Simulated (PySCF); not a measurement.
**CSe2, singlet: computed properties**

Method: PBE/[C def2-TZVP, Se def2-TZVP], no relativity, density fitting, PySCF.

The structure is a minimum.

```xyz
3
charge 0 multiplicity 1, angstrom
C     0.0000    0.0000    0.0000
Se    0.0000    0.0000    1.7049
Se    0.0000    0.0000   -1.7049
```

```
Point group                                                                   : D∞h
Bond lengths                                                                  : C–Se 1.705 Å (×2)
Bond angles                                                                   : Se–C–Se 180.0°
Principal quadrupole moments (Buckingham, traceless) about the centre of mass : -2.59, -2.59, 5.18 D Å
Dipole moment                                                                 : 0.00 D
Enthalpy at 298.15 K above 0 K                                                : 11.73 kJ/mol
Principal polarisabilities                                                    : 40.0, 40.0, 121.3 bohr³
Rotational constants                                                          : 0.03629 cm⁻¹
Entropy at 298.15 K and 1 bar                                                 : 263.5 J/(mol K)
Zero-point energy                                                             : 13.8 kJ/mol
Heat capacity Cp at 298.15 K                                                  : 49.9 J/(mol K)
Atomisation energy without zero-point energy                                  : 1076 kJ/mol
Highest occupied level                                                        : -6.31 eV
Rotational symmetry number                                                    : 2
Lowest empty level                                                            : -3.01 eV
```

Harmonic modes (masses in u: C 12.000, Se 79.917):
```
symmetry  ω (cm⁻¹)  IR (km/mol, summed over degenerate members)  μ (u)
      πu       311                                         15.8  12.76
     σg+       371                                          0.0  79.92
     σu+      1315                                          400  12.76
```

In D∞h the vibrations span πu + σg+ + σu+. The σg+ mode carries no infrared intensity, as symmetry demands. With a centre of inversion only u modes can be infrared active and only g modes Raman active.

Charges (e):
| atom | Mulliken | Löwdin | polar tensor | Mayer order to C1 |
| --- | --- | --- | --- | --- |
| C1 | -0.10 | -0.77 | 0.51 | – |
| Se2,3 | 0.05 | 0.39 | -0.26 | 2.05 |
Other Mayer orders above 0.3: Se–Se 0.49.

Mulliken populations on C1: s 3.29, p 2.69, d 0.10, f 0.01.

Counting electrons, carbon keeps none of its valence electrons outside its bonds, so the VSEPR class is AX2 and the expected shape is linear (D∞h), as computed.

The final relaxation and frequency run took 15 s on 4 threads of a shared Intel Xeon Platinum 8488C (Sapphire Rapids) host, with 127 basis functions and 6 gradients; the process peaked at 0.97 GiB. Launch command: `OMP_NUM_THREADS=4 python axn.py task.json out`.
